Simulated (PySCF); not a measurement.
**La⁴³⁺: ionisation energy**

La⁴³⁺ [Ne] 3s2 3p2 [3p1/2^2, M_J = 0] → La⁴⁴⁺ [Ne] 3s2 3p1 [3p1/2^1, M_J = 1/2], as a difference of total energies. Computed with PySCF 2.14 in an uncontracted even-tempered set (18 s from 9.8 bohr⁻², ratio 2.4; 14 p from 13 bohr⁻², ratio 2.4; 4 d from 44 bohr⁻², ratio 2.6; 4 f from 67 bohr⁻², ratio 2.6), with the two-component X2C-1e Hamiltonian. Correlated levels: 1s2 frozen; the 54 highest virtual spinors dropped. "Screened" scales the spin-orbit matrix elements by Boettger's factors to mimic the two-electron term; Breit and QED terms are absent.

```csv
method,ionisation energy (eV)
GHF (spin-free),3354.9
GMP2 (spin-free),3355.6
GHF (screened spin-orbit),3418.1
GMP2 (screened spin-orbit),3420.0
```

Breit and QED terms and the two-electron picture change are absent.

The spin-free rows relax to the high-spin LS determinant and lack the spin-orbit shift.

The labels give the starting determinants; with spin-orbit coupling the two ends relaxed to ⟨J²⟩ = 0.00, ⟨L²⟩ = 1.34, ⟨S²⟩ = 1.34 and ⟨J²⟩ = 0.75, ⟨L²⟩ = 2.01, ⟨S²⟩ = 0.76.

For comparison: 3416 ± 4 eV (theoretical estimate listed by NIST; NIST Atomic Spectra Database, ionization energies).
